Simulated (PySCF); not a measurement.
AuCl4, charge -1, singlet, geometry from GFN2-xTB (such geometries of metal compounds can be far from the true shape) (core potentials on Au). Base run: PySCF with DF-SVWN5/def2-TZVP.

Here is a job for PySCF.
```python
from pyscf import gto, scf, dft

mol = gto.M(
    atom='''
Au   -0.000000    0.000000   -0.000000
Cl    2.102373   -0.854657    0.003101
Cl    0.854660    2.102373   -0.002281
Cl   -2.102373    0.854657   -0.003101
Cl   -0.854660   -2.102373    0.002281
''',
    basis='def2-tzvp',
    ecp={'Au': 'def2-tzvp'},
    charge=-1,
    spin=0,
    verbose=4,
    symmetry=True,
)

mf = dft.RKS(mol)
mf.xc = 'lda,vwn'
mf = mf.density_fit(auxbasis='def2-universal-jkfit')
mf.kernel()
mf.analyze()
```

Variants of this job, named by their change:

```tsv
change	ΔE vs base (eV)	point group used	SCF cycles	outcome
base	0.00	C2h	11	converged
symmetry = off	0.00	C1	11	converged
symmetry_subgroup = C2	0.00	C2	11	converged
symmetry_subgroup = Ci	0.00	Ci	11	converged
symmetry_subgroup = Cs	0.00	Cs	11	converged
irrep_nelec = Ag:36 Bg:12 Au:10 Bu:30	-	-	50	not converged
irrep_nelec = Ag:32 Bg:12 Au:10 Bu:34	-	-	48	not converged
irrep_nelec = Ag:36 Bg:10 Au:10 Bu:32	-	-	50	not converged
irrep_nelec = Ag:32 Bg:14 Au:10 Bu:32	-	-	50	not converged
```
